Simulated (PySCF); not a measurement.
Species: `[SiH3]Oc1ccccc1`. The columns A, B, C and D hold Mulliken, IAO, Hirshfeld and ESP-fitted charges (e) of one PBE0/pcSseg-1 density (PySCF), in a shuffled order. Coordinates in Å (GFN2-xTB); the density's dipole moment is (0.25, 0.68, 0.16) D.

| atom | x | y | z | A | B | C | D |
| --- | --- | --- | --- | --- | --- | --- | --- |
| Si1 | 2.953 | -0.073 | -0.002 | +0.868 | +0.598 | +0.675 | +0.391 |
| O2 | 1.509 | -0.798 | -0.182 | -0.587 | -0.459 | -0.631 | -0.194 |
| C3 | 0.230 | -0.382 | -0.090 | +0.212 | +0.501 | +0.296 | +0.080 |
| C4 | -0.779 | -1.318 | -0.305 | -0.185 | -0.361 | -0.116 | -0.067 |
| C5 | -2.105 | -0.938 | -0.221 | -0.143 | -0.049 | -0.069 | -0.046 |
| C6 | -2.440 | 0.373 | 0.075 | -0.173 | -0.254 | -0.086 | -0.062 |
| C7 | -1.438 | 1.304 | 0.288 | -0.142 | -0.075 | -0.069 | -0.047 |
| C8 | -0.108 | 0.932 | 0.207 | -0.209 | -0.346 | -0.168 | -0.073 |
| H9 | 3.126 | 1.009 | -0.973 | -0.147 | -0.120 | -0.105 | -0.078 |
| H10 | 3.813 | -1.216 | -0.259 | -0.122 | -0.100 | -0.096 | -0.072 |
| H11 | 3.101 | 0.474 | 1.349 | -0.146 | -0.120 | -0.105 | -0.078 |
| H12 | -0.503 | -2.335 | -0.537 | +0.163 | +0.181 | +0.095 | +0.050 |
| H13 | -2.881 | -1.670 | -0.389 | +0.155 | +0.136 | +0.092 | +0.052 |
| H14 | -3.476 | 0.667 | 0.140 | +0.152 | +0.157 | +0.088 | +0.048 |
| H15 | -1.690 | 2.329 | 0.517 | +0.155 | +0.144 | +0.090 | +0.052 |
| H16 | 0.680 | 1.652 | 0.372 | +0.148 | +0.166 | +0.109 | +0.045 |

Which column most likely holds the ESP-fitted charges?

B. Σ q r misses the density's dipole by 0.02 D (B), 0.42 D (D), 0.97 D (C), 0.99 D (A). Charges fitted to the outside potential are the only set here that is tied to the molecule's multipoles.

And the Hirshfeld charges?

D. The mean sizes are 0.090 e (D), 0.181 e (C), 0.232 e (A), 0.235 e (B), and Hirshfeld charges are commonly the smallest of these schemes.

As computed, A = IAO, B = ESP-fitted, C = Mulliken, D = Hirshfeld. Hydrogens on carbon: IAO +0.15 to +0.16, ESP-fitted +0.14 to +0.18, Mulliken +0.09 to +0.11, Hirshfeld +0.04 to +0.05 e.

The Mulliken scheme counts on each atom the diagonal of the density matrix times the overlap matrix over that atom's basis functions. The Hirshfeld scheme weights the molecular density at each point by an atom's share of the summed free-atom densities.

The structure is a single GFN2-xTB conformer in the gas phase; no vibrational or solvent corrections.

The run behind these numbers computed NMR shieldings as well. Time: 31 s. Hardware: an x86-64 server with one thread, on a shared host.

Shape of the structure used: `[SiH3:1][O:2][c:3]1[cH:4][cH:5][cH:6][cH:7][cH:8]1`: Si1–O2–C3–C4 -179°.
